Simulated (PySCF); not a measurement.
**Question.** Write a Z-matrix for `C(C)O[SiH]1C[SiH2]C1` as optimised with PBE0-D3(BJ)/def2-SVP.

**Answer.** 
Z-matrix in Å and degrees, rows numbered from 1:
```
C 
C   1  1.5105
O   2  1.4071  1  109.44
Si  3  1.6655  2  124.78  1  -176.15
C   4  1.8992  3  113.74  2   -72.07
Si  5  1.9069  4   87.51  3  -110.26
C   4  1.8861  3  109.63  2  -174.28
H   1  1.1001  2  110.38  3    59.77
H   1  1.1001  2  110.39  3   -59.60
H   1  1.1004  2  110.80  3  -179.91
H   2  1.1076  1  110.06  3   121.39
H   2  1.1079  1  110.03  3  -121.40
H   4  1.4996  3  109.84  2    56.93
H   5  1.1014  4  115.03  3   133.62
H   5  1.1012  4  115.42  3     6.48
H   6  1.4952  5  113.66  4   114.09
H   6  1.4960  5  114.09  4  -120.14
H   7  1.1010  4  114.97  3  -129.34
H   7  1.1007  4  114.07  3    -3.18
```

Si6 (SiH2 silicon) has angles from 91.8° to 114.2°. Si4 (oxygen-bound silicon) has angles from 92.7° to 116.2°. O3 (silyl ether oxygen) is bent (angle 124.8°). The 4-membered ring Si4–C5–Si6–C7 has internal angles of 87.5° to 92.7° (sum 360°, against 360° for a flat polygon); it is almost planar, 0.02 Å rms from its mean plane, widest ring torsion 3°.

The calculation used PBE0-D3(BJ)/def2-SVP geometry optimisation, gas phase (PySCF 2.14.0).

Point group: C1 (no symmetry element, even within 0.4 Å). No frequency check. The numbers are those of one conformer (C1–C2–O3–Si4 -176°, C2–O3–Si4–C5 -72°).

Time: 68 s of wall time. Hardware: one thread of an x86-64 server, on a shared host. This is the geometry optimisation.
